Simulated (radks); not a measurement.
Xe2+, 52 electrons, occupied as [Kr] 4d10 5s2 5p3 4f1 (not the ground configuration). Method: scalar-relativistic Kohn-Sham, r2SCAN, spin-polarised, spherical densities, finite nucleus; open shells are filled with parallel spins first (spin-orbit coupling, left out, can overturn this in heavy ions); meta-GGA in the generalised Kohn-Sham scheme; Fermi nuclear charge, rms radius 4.7859 fm; computed with a radial shooting solver on a logarithmic mesh with Libxc functionals.

X-ray form factor f0, the Fourier transform of the density (f0(0) = 52):

sin(theta)/lambda (1/angstrom)  f0 (electrons)
0.05                                    51.138
0.1                                     48.963
0.15                                    46.142
0.2                                     43.127
0.25                                    40.193
0.3                                     37.474
0.4                                     32.734
0.5                                     28.751
0.6                                     25.417
0.8                                     20.592
1                                       17.576
1.25                                    14.866
1.5                                     12.466
2                                        8.528
